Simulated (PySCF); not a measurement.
Geometry:
| atom | x (Å) | y (Å) | z (Å) |
| --- | --- | --- | --- |
| C1 | 0.433 | 1.014 | -1.176 |
| C2 | -0.138 | -0.261 | -0.560 |
| C3 | 0.955 | -0.996 | 0.238 |
| C4 | 1.405 | -0.214 | 1.359 |
| N5 | 1.753 | 0.424 | 2.242 |
| Si6 | -1.687 | 0.105 | 0.508 |
| Cl7 | -2.316 | -1.643 | 1.293 |
| H8 | 1.273 | 0.787 | -1.832 |
| H9 | 0.782 | 1.691 | -0.399 |
| H10 | -0.325 | 1.529 | -1.762 |
| H11 | -0.428 | -0.930 | -1.379 |
| H12 | 0.574 | -1.950 | 0.616 |
| H13 | 1.820 | -1.201 | -0.402 |
| H14 | -2.737 | 0.632 | -0.361 |
| H15 | -1.367 | 1.024 | 1.593 |

Geometry: GFN2-xTB; GIAO shifts from PySCF 2.14.0 with density-fitted response routines, gas phase, non-relativistic, averaged over equivalent atoms.

At LDA/6-31G* (122 basis functions, 15 s wall time on 1 thread of an AMD EPYC 7R13, shared host):
| atoms | δ (ppm) |
| --- | --- |
| C4 | 106.0 |
| C2 | 25.3 |
| C3 | 19.3 |
| C1 | 13.4 |
| N5 | 262.7 |
| Si6 | 19.4 |
| H15 | 5.69 |
| H14 | 5.39 |
| H12 | 2.96 |
| H13 | 2.29 |
| H11 | 1.62 |
| H8/H9/H10 | 1.23 |

Scale: ¹³C (193.68 ppm) and ²⁹Si (401.51 ppm) and ¹H (31.89 ppm) vs TMS; ¹⁵N (265.14 ppm) against NH3 (reference shieldings calculated alike).

Question: Estimate the result of repeating the calculation with PBE0/pcSseg-1.

Answer: 
```csv
atoms,δ at PBE0/pcSseg-1,change
C4,122.5,+16.5
C2,23.6,-1.7
C3,20.3,+1.0
C1,14.9,+1.5
N5,305.0,+42.3
Si6,-13.1,-32.5
H15,5.23,-0.46
H14,4.93,-0.46
H12,2.92,-0.04
H13,2.35,+0.06
H11,1.33,-0.29
H8/H9/H10,1.25,+0.02
```

δ = σ(ref) − σ, references computed at the same level: ¹³C (σ = 186.93 ppm), ²⁹Si (σ = 349.16 ppm), ¹H (σ = 31.72 ppm) vs TMS; NH3 for ¹⁵N (σ = 267.73 ppm).

The largest change is at N5 (nitrile nitrogen). Cost: 173 basis functions. The order of the carbon signals is the same at both levels.

Experimental scales use liquid or dissolved standards, which lie at an offset from isolated NH3 (liquid NH3: subtract about 20 ppm). Unscaled 15N shifts of sp2 nitrogen often come out too high even then, by a few to some tens of ppm.
